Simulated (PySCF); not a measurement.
How methods differ on the excitation energy of Ru²⁺

Ru²⁺ [Kr] 4d6 (5D) → Ru²⁺ [Kr] 4d5 5s1 (7S), as a difference of total energies. All numbers are calculated (PySCF 2.14, the spin-free X2C one-electron Hamiltonian (Gaussian nucleus), in aug-cc-pVTZ-DK (9s8p6d3f2g, 102 functions)). Correlated levels: valence: [Kr] frozen. The calculations carry no spin-orbit coupling.

```json
{"method": "UHF", "excitation energy (cm⁻¹)": "20337"}
{"method": "LDA", "excitation energy (cm⁻¹)": "24910"}
{"method": "PBE", "excitation energy (cm⁻¹)": "25313"}
{"method": "PBE0", "excitation energy (cm⁻¹)": "25928"}
{"method": "r2SCAN", "excitation energy (cm⁻¹)": "23396"}
{"method": "r2SCANh", "excitation energy (cm⁻¹)": "23735"}
{"method": "wB97X-V", "excitation energy (cm⁻¹)": "30536"}
{"method": "BHandHLYP", "excitation energy (cm⁻¹)": "28033"}
{"method": "MP2 (valence)", "excitation energy (cm⁻¹)": "25507"}
{"method": "SCS-MP2 (valence)", "excitation energy (cm⁻¹)": "30646"}
```

A first-order spin-orbit estimate (lowest level to lowest level, LS coupling) adds 0.143 eV.
